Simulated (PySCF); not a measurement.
Ti(Cl)2(OH)2 (Cl2H2O2Ti), SMILES [Cl][Ti]([OH])([Cl])[OH], multiplicity 1.

Coordinates come from a ωB97X-D3(BJ)/def2-SVP optimisation. A frequency run showed that this geometry is not a minimum. The spin state was assumed, not searched. The structure was generated by enumeration; whether it is a known compound was not checked. The values are those of a single conformer.

Level of theory: PBE/def2-TZVP (PySCF).

| Property | Value |
|---|---|
| total energy | -1921.13343 hartree |
| point group | Cs |
| highest occupied level | -7.41 eV |
| lowest empty level | -3.22 eV |
| orbital gap | 4.19 eV |
| dipole moment | 4.58 D |
| quadrupole, principal values (traceless, Buckingham form, about the centre of nuclear charge) | -12.10, 2.36, 9.74 D·Å |
| mean static polarisability | 69.4 bohr³ (10.28 Å³) |
| polarisability, principal values | 59.0, 70.2, 79.0 bohr³ |
